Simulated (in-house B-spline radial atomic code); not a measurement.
Results of a calculation; reference values are marked as such.
**From levels and matrix elements to observables: Pd XLIV (Pd43+)**

One electron outside the 1s2 core, from an all-electron radial atomic-structure program (B-spline basis): Brueckner orbitals with a screened correlation potential on Dirac-Hartree-Fock, Breit and QED terms for the lowest states, dipole elements in length form with static core polarisation. The core's own polarisability, by RPA, is 1.839e-06 bohr³.

```
state  removal energy (cm⁻¹)  size of the reduced dipole element to 2s1/2 (a.u.)
2s1/2               55999480                                                   -
3s1/2               24550017                                                   -
2p1/2               55219530                                             0.09133
2p3/2               53718244                                              0.1327
3p1/2               24334495                                             0.05285
3p3/2               23888831                                              0.0695
```

Use R = 109737.3 cm⁻¹, 1 hartree = 219474.6 cm⁻¹, c = 137.036 and 1 a.u. of rate = 4.1341e16 s⁻¹.

Task: Find the quantum defects of the two s states and predict 4s1/2.

Result: With n* = 44 √(R/E): 2s1/2 has n* = 1.9478, δ = 0.0522; 3s1/2 has n* = 2.9417, δ = 0.0583. Ritz's form δ = δ0 + b/n*² gives b = -0.041, δ0 = 0.0630, so with n* ≈ 4 − 0.0583, δ = 0.0603 and E = R × 44²/(4 − 0.0603)² = 13688130 cm⁻¹. The program finds 13702155 cm⁻¹. In so highly charged an ion δ holds relativistic, Breit and QED shifts that Ritz's form doesn't follow, and the higher level lacks the last two.

Task: What are the wavelength, oscillator strength and rate of 2s1/2–2p3/2?

Result: ΔE = 2281236 cm⁻¹ = 10.39408 hartree, λ = 4.3836 nm in vacuum. f = (2/3) ΔE D²/(2j + 1 of the lower state) = (2/3) × 10.39408 × 0.1327²/2 = 0.0610. A = (4/3) ΔE³ D²/(c³ (2j' + 1)) = 2.5614e-06 a.u. = 1.059e+11 s⁻¹, a partial lifetime of 0.009444 ns.
